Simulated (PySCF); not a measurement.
CH4F2OSn, SMILES C[O][SnH]([F])[F]. Heavy atoms are numbered as in [SnH:1]([F:2])([F:3])[O:4][CH3:5]. Hydrogens are named by the atom that carries them.

Geometry optimised at B3LYP-D3(BJ)/def2-SVP. The def2 effective core potentials stand for the cores of Sn; spin–orbit coupling is left out. Other conformers were not sampled.

These are PBE0/def2-TZVP run with PySCF values and carry that method's errors.

ESP charges are fitted to the potential on shells at 1.4 to 2.0 van der Waals radii. Atomic charges (e), one atom of each kind:

```csv
atom,ESP fit,Mulliken,Löwdin
Sn1 (SnH),1.01,1.27,0.74
F2,-0.37,-0.48,-0.27
O4,-0.41,-0.51,-0.12
C5 (CH3),-0.17,-0.21,-0.38
H on Sn1,-0.04,0.01,-0.03
H on C5,0.11,0.13,0.11
```
